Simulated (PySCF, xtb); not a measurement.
1-fluorobutane (C₄H₉F), SMILES CCCCF. The values are those of a single conformer.

Harmonic wavenumbers (cm⁻¹) from GFN2-xTB run with xtb at its own minimum, in rising order: 86, 113, 232, 255, 334, 501, 780, 865, 883, 967, 982, 1078, 1103, 1134, 1143, 1221, 1238, 1281, 1301, 1332, 1369, 1417, 1449, 1471, 1494, 1504, 1506, 2939, 2947, 2969, 2985, 2992, 2997, 3031, 3036, 3043.

Q: What does PBE-D3(BJ)/def2-SVP (PySCF 2.14.0) give at its own minimum? (An estimate is asked for; the answer gives what the named calculation found.)

A: 95, 139, 242, 256, 334, 507, 731, 818, 833, 942, 950, 1040, 1080, 1107, 1133, 1207, 1227, 1272, 1278, 1347, 1357, 1373, 1397, 1419, 1421, 1433, 1438, 2940, 2957, 2963, 2965, 2995, 3005, 3022, 3049, 3059. Paired by order, the mean absolute difference is 25 cm⁻¹ and the zero-point energies are 77.2 and 76.2 kcal/mol.
